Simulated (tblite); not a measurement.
Species: C₆H₁₅AlO.
Bonds: C1–O2, O2–Al3, O2–C4, C4–C5, C5–C6, C6–C7, C7–C8, C5–C8. Hydrogens: H9, H10, H11 on C1; H12, H13, H14 on Al3; H15, H16 on C4; H17 on C5; H18, H19 on C6; H20, H21 on C7; H22, H23 on C8.

Computed with GFN2-xTB (tblite), gas phase: L-BFGS steps from a force-field or distance-geometry start until the largest atomic force falls under 0.01 eV/Å.

Step 27: E = -698.0772 eV
```
atom  x, y, z in Å  |  force x, y, z in eV/Å
C1     -1.5173   -1.2052    0.9161   -0.044   0.073  -0.061
O2     -1.5624   -0.1636   -0.0394    0.073  -0.060  -0.121
Al3    -3.1259    0.7268   -0.6141   -0.033  -0.031  -0.080
C4     -0.3839   -0.0135   -0.8203    0.057  -0.011   0.058
C5      0.8015    0.5620   -0.0579    0.028  -0.001   0.086
C6      1.4943   -0.2946    1.0236    0.043   0.019  -0.031
C7      2.8565    0.1154    0.4392   -0.016   0.010  -0.009
C8      2.1368    0.6200   -0.8265    0.004  -0.019   0.055
H9     -1.1071   -2.1140    0.4667    0.001   0.017   0.067
H10    -0.9349   -0.9067    1.7889    0.002  -0.067  -0.001
H11    -2.5494   -1.3839    1.2063   -0.083  -0.003   0.081
H12    -3.3773   -0.0560   -1.9626    0.019   0.014  -0.022
H13    -4.0268    0.3475    0.6211    0.020   0.015   0.030
H14    -2.5766    2.1930   -0.7489    0.081   0.008   0.029
H15    -0.6623    0.6757   -1.6274   -0.043  -0.067   0.036
H16    -0.1150   -0.9864   -1.2554   -0.041   0.044  -0.008
H17     0.5309    1.5406    0.3406   -0.069   0.026  -0.010
H18     1.3064   -0.0088    2.0593    0.040   0.003  -0.075
H19     1.2968   -1.3604    0.9123    0.079   0.039  -0.048
H20     3.3215    0.9225    1.0034   -0.041  -0.006  -0.043
H21     3.5897   -0.6811    0.3145   -0.091   0.037  -0.078
H22     2.4311    1.5953   -1.2100    0.006  -0.043   0.073
H23     2.1689   -0.0978   -1.6463    0.008   0.003   0.073
```

Step 28: E = -698.0813 eV
```
atom  x, y, z in Å  |  force x, y, z in eV/Å
C1     -1.5244   -1.2086    0.9178   -0.052   0.021  -0.014
O2     -1.5642   -0.1702   -0.0390    0.100  -0.059  -0.092
Al3    -3.1170    0.7343   -0.6168   -0.047  -0.016  -0.076
C4     -0.3819   -0.0247   -0.8143    0.064   0.003   0.017
C5      0.8015    0.5611   -0.0541   -0.028  -0.009   0.052
C6      1.5020   -0.2968    1.0210   -0.041   0.030  -0.026
C7      2.8589    0.1197    0.4321   -0.033  -0.008   0.035
C8      2.1345    0.6278   -0.8273   -0.048  -0.006   0.050
H9     -1.1208   -2.1227    0.4743    0.025   0.016   0.035
H10    -0.9424   -0.9150    1.7918    0.024  -0.041   0.008
H11    -2.5555   -1.3862    1.2098   -0.121   0.019   0.079
H12    -3.3591   -0.0496   -1.9630    0.008  -0.001  -0.052
H13    -4.0279    0.3665    0.6125    0.017  -0.001   0.043
H14    -2.5707    2.2002   -0.7521    0.100   0.013   0.030
H15    -0.6624    0.6550   -1.6286   -0.021  -0.050   0.031
H16    -0.1100   -1.0011   -1.2413   -0.039   0.060   0.005
H17     0.5213    1.5370    0.3472   -0.048  -0.005  -0.023
H18     1.3130   -0.0124    2.0562    0.059  -0.001  -0.047
H19     1.3005   -1.3621    0.9083    0.103   0.044  -0.049
H20     3.3203    0.9244    0.9999   -0.014   0.036  -0.028
H21     3.5929   -0.6729    0.3064   -0.042  -0.010  -0.107
H22     2.4239    1.6060   -1.2050    0.013  -0.018   0.064
H23     2.1627   -0.0828   -1.6526    0.021  -0.017   0.065
```

Step 29: E = -698.0852 eV
```
atom  x, y, z in Å  |  force x, y, z in eV/Å
C1     -1.5324   -1.2111    0.9192   -0.051  -0.040   0.042
O2     -1.5649   -0.1762   -0.0397    0.068  -0.046  -0.031
Al3    -3.1099    0.7411   -0.6209   -0.038   0.004  -0.051
C4     -0.3792   -0.0352   -0.8084    0.041   0.008  -0.028
C5      0.8010    0.5600   -0.0499   -0.074  -0.006   0.001
C6      1.5090   -0.2985    1.0181   -0.097   0.029  -0.007
C7      2.8607    0.1239    0.4262   -0.035  -0.016   0.060
C8      2.1318    0.6352   -0.8269   -0.083   0.013   0.033
H9     -1.1328   -2.1292    0.4808    0.032   0.007   0.009
H10    -0.9490   -0.9236    1.7944    0.030  -0.011   0.006
H11    -2.5631   -1.3884    1.2145   -0.116   0.052   0.054
H12    -3.3414   -0.0439   -1.9646   -0.007  -0.015  -0.082
H13    -4.0281    0.3841    0.6054    0.016  -0.013   0.043
H14    -2.5630    2.2069   -0.7543    0.109   0.007   0.027
H15    -0.6633    0.6343   -1.6295    0.008  -0.019   0.018
H16    -0.1079   -1.0147   -1.2276   -0.010   0.051   0.005
H17     0.5105    1.5331    0.3527   -0.025  -0.028  -0.027
H18     1.3202   -0.0154    2.0523    0.065  -0.002   0.005
H19     1.3069   -1.3630    0.9037    0.107   0.028  -0.049
H20     3.3196    0.9266    0.9962    0.015   0.069  -0.009
H21     3.5948   -0.6654    0.2965    0.005  -0.051  -0.120
H22     2.4178    1.6156   -1.1986    0.015   0.012   0.048
H23     2.1581   -0.0691   -1.6568    0.025  -0.034   0.052
```

Step 30: E = -698.0889 eV
```
atom  x, y, z in Å  |  force x, y, z in eV/Å
C1     -1.5413   -1.2139    0.9213   -0.038  -0.084   0.084
O2     -1.5650   -0.1822   -0.0402   -0.005  -0.027   0.040
Al3    -3.1039    0.7479   -0.6260   -0.013   0.019  -0.015
C4     -0.3764   -0.0456   -0.8030   -0.007   0.004  -0.057
C5      0.7993    0.5585   -0.0460   -0.091   0.001  -0.047
C6      1.5143   -0.2994    1.0151   -0.103   0.020   0.018
C7      2.8620    0.1278    0.4214   -0.024  -0.010   0.054
C8      2.1279    0.6428   -0.8256   -0.083   0.026   0.012
H9     -1.1439   -2.1345    0.4863    0.023  -0.006  -0.005
H10    -0.9550   -0.9322    1.7970    0.023   0.014   0.001
H11    -2.5728   -1.3898    1.2203   -0.075   0.084   0.017
H12    -3.3239   -0.0390   -1.9680   -0.023  -0.022  -0.104
H13    -4.0278    0.4008    0.5995    0.017  -0.022   0.031
H14    -2.5529    2.2137   -0.7557    0.110  -0.007   0.022
H15    -0.6643    0.6133   -1.6305    0.033   0.018  -0.003
H16    -0.1073   -1.0280   -1.2137    0.034   0.024  -0.006
H17     0.4986    1.5284    0.3577   -0.008  -0.034  -0.024
H18     1.3284   -0.0184    2.0486    0.054  -0.003   0.063
H19     1.3160   -1.3636    0.8983    0.090   0.001  -0.044
H20     3.3197    0.9298    0.9926    0.032   0.075   0.003
H21     3.5967   -0.6588    0.2845    0.024  -0.062  -0.114
H22     2.4124    1.6253   -1.1911    0.006   0.035   0.034
H23     2.1545   -0.0561   -1.6596    0.023  -0.042   0.040
```

Problem. Estimate the geometry and energy of step 31. (The exact step hangs on the optimiser's Hessian estimate; all steps are aligned on step 30, rigid shifts and turns removed.)

Solution. E = -698.0928 eV, largest force 0.134 eV/Å
```
atom  x, y, z in Å  |  force x, y, z in eV/Å
C1     -1.5515   -1.2184    0.9250   -0.013  -0.094   0.095
O2     -1.5652   -0.1892   -0.0399   -0.084  -0.007   0.095
Al3    -3.0975    0.7554   -0.6318    0.018   0.021   0.015
C4     -0.3741   -0.0567   -0.7981   -0.065  -0.007  -0.061
C5      0.7959    0.5568   -0.0427   -0.075   0.002  -0.070
C6      1.5182   -0.3000    1.0122   -0.061   0.006   0.042
C7      2.8631    0.1320    0.4173   -0.009   0.008   0.022
C8      2.1224    0.6514   -0.8241   -0.050   0.029  -0.006
H9     -1.1553   -2.1404    0.4920    0.001  -0.023  -0.008
H10    -0.9610   -0.9409    1.7997    0.010   0.030   0.002
H11    -2.5847   -1.3898    1.2269   -0.017   0.105  -0.019
H12    -3.3057   -0.0343   -1.9738   -0.036  -0.019  -0.108
H13    -4.0271    0.4183    0.5938    0.020  -0.029   0.011
H14    -2.5399    2.2209   -0.7568    0.106  -0.025   0.016
H15    -0.6648    0.5915   -1.6318    0.048   0.054  -0.029
H16    -0.1062   -1.0419   -1.1991    0.074  -0.011  -0.023
H17     0.4856    1.5227    0.3625   -0.002  -0.026  -0.019
H18     1.3382   -0.0215    2.0460    0.031  -0.008   0.106
H19     1.3273   -1.3642    0.8918    0.059  -0.025  -0.031
H20     3.3206    0.9343    0.9889    0.037   0.050   0.003
H21     3.5990   -0.6526    0.2696    0.008  -0.039  -0.089
H22     2.4068    1.6362   -1.1826   -0.015   0.044   0.021
H23     2.1510   -0.0428   -1.6618    0.016  -0.037   0.032
```

The energy changes by -0.0039 eV. The first-order estimate −F·Δx gives -0.0053 eV and the mean of the old and new forces, exact on a quadratic surface, -0.0039 eV. The step makes an angle of 78° with the force vector and moves no atom by more than 0.022 Å.

What follows is the cost of the whole relaxation. Hardware: one thread of an Arm Neoverse N1, shared host with 64 logical CPUs at a one-minute load of 57. Cost: 1.5 s of wall time.
